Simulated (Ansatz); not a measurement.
The cluster W₃S₈, relaxed as a singlet with RKS PBE0-D4/def2-SVP in Ansatz, starting from the GFN1-xTB geometry. Force threshold 0.03 eV/Å.

In the def2 sets W takes a core potential; there is no spin–orbit coupling. The relaxation made no stability test and no search for a lower SCF solution. No other spin state of charge 0 was run. Another isomer (singlet) lies 2.27 eV lower at PBE0-D4/def2-TZVP; other spin states weren't run for this one.

Start:

```
atom    x (Å)    y (Å)    z (Å)
  W1  -1.1123   0.6202   1.0322
  W2   0.6991  -0.7783  -0.5165
  W3  -0.4398   1.4929  -1.4618
  S4   1.8426   1.0637  -1.4116
  S5   2.1329  -2.5045   0.1690
  S6  -1.1134  -0.4306  -2.3835
  S7   0.7782  -0.5953   1.9208
  S8  -3.1023  -0.1946   1.2948
  S9   1.0772  -2.8307  -1.5267
 S10  -1.1690   2.8721   0.1899
 S11   0.4069   1.2850   2.6936
```

**Question.** Estimate the energy that the relaxation releases and the steps that it takes.

**Answer.** 51.1 kJ/mol, in 15 steps; 4.6 min on 4 threads of Intel Xeon Platinum 8488C on a shared host. No frequencies were taken in this run, so the end may be a saddle point.

**Question.** Does the start keep its bonding?

**Answer.** Bonds formed: W1–S6 (atoms count from 1).

**Question.** Predict the relaxed structure.

**Answer.** 
```
atom    x (Å)    y (Å)    z (Å)
  W1  -1.0887   0.6787   0.9103
  W2   0.7088  -0.8058  -0.5285
  W3  -0.2213   1.5322  -1.4599
  S4   1.9830   1.0129  -1.1887
  S5   2.1957  -2.6036   0.0160
  S6  -1.2907  -0.3844  -1.8832
  S7   0.7833  -0.5958   1.9143
  S8  -2.9508  -0.2982   1.2564
  S9   0.9805  -2.8023  -1.6573
 S10  -1.3533   2.8910  -0.0214
 S11   0.2534   1.3754   2.6421
```
Bond lengths (bridged metal pairs left out): 13 × S–W 2.13 to 3.00 Å; 2 × S–S 2.08 to 2.17 Å.
